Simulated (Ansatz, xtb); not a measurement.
# F2HOSi2+: which of two structures lies lower

Structure X: a singlet given by its coordinates. Structure Y: `F[Si]O[SiH+]F`, a singlet. Both are gas-phase species (loosely bound parts included), relaxed with B3LYP-D3(BJ)/6-311G**; the shapes shown needn't be the lowest conformers.

X (Å):

```csv
atom,x (Å),y (Å),z (Å)
F,-2.1512,-0.2893,-2.3670
F,1.5290,0.3909,-1.5361
O,-2.8707,0.9669,-0.1284
Si,-1.6728,0.5043,-1.0753
Si,0.8819,1.1619,-0.3040
H,-3.8288,0.8536,-0.1949
```

Close contacts (Å): F1–Si4 1.59, F2–Si5 1.59, O3–Si4 1.60, Si4–Si5 2.75, O3–H6 0.97.

Y (Å):

```yaml
atoms:
  - { symbol: F, position_ang: [2.2945, 0.9122, 1.4916] }
  - { symbol: F, position_ang: [-0.9983, 0.6740, -1.6848] }
  - { symbol: O, position_ang: [0.2779, -0.2053, 0.5247] }
  - { symbol: Si, position_ang: [-0.2256, -0.4498, -0.9231] }
  - { symbol: Si, position_ang: [0.9575, 0.2909, 2.1203] }
  - { symbol: H, position_ang: [-0.0747, -1.7035, -1.6505] }
```

Q: Which of the two would you expect CCSD(T)/def2-SVP + ΔMP2/def2-TZVPP electronic energies to favour?

A: Structure Y; the calculation gives E(Y) − E(X) = −102.2 kJ/mol.

Level by level:

```csv
level,geometry,E(Y) − E(X) (kJ/mol),departure from the last row (kJ/mol),"job, with rough time for the two"
B3LYP-D3(BJ)/6-311G**,B3LYP-D3(BJ)/6-311G**,−87.4,+14.8,"optimisation, 2.3 min"
HF/def2-SVP,B3LYP-D3(BJ)/6-311G**,−122.2,−20.1,part of the CCSD(T) run
MP2/def2-SVP,B3LYP-D3(BJ)/6-311G**,−118.5,−16.4,part of the CCSD(T) run
CCSD(T)/def2-SVP,B3LYP-D3(BJ)/6-311G**,−108.2,−6.0,single point
CCSD(T)/def2-SVP + ΔMP2/def2-TZVPP,B3LYP-D3(BJ)/6-311G**,−102.2,,"single point, 11 s"
```

The levels shown agree on the order. The largest departure from CCSD(T)/def2-SVP + ΔMP2/def2-TZVPP is that of HF/def2-SVP, 20.1 kJ/mol. Levels run at GFN2-xTB geometries aren't shown. The last row adds to CCSD(T) the change of the MP2 difference between the two basis sets, here +6.0 kJ/mol.

With harmonic frequencies from B3LYP-D3(BJ)/6-311G** (ideal gas, rigid rotor, one conformer each, 298.15 K, 1 atm): on the last row, ΔE + ΔZPE = −106.1 kJ/mol. A mode under 50 cm⁻¹ makes harmonic enthalpies and free energies unreliable, so none is given.

The correlated steps freeze 13 core orbitals. Codes used: Ansatz 0.2.0; the last row on 2 threads of Intel(R) Xeon(R) 6975P-C (Granite Rapids) on a shared host.
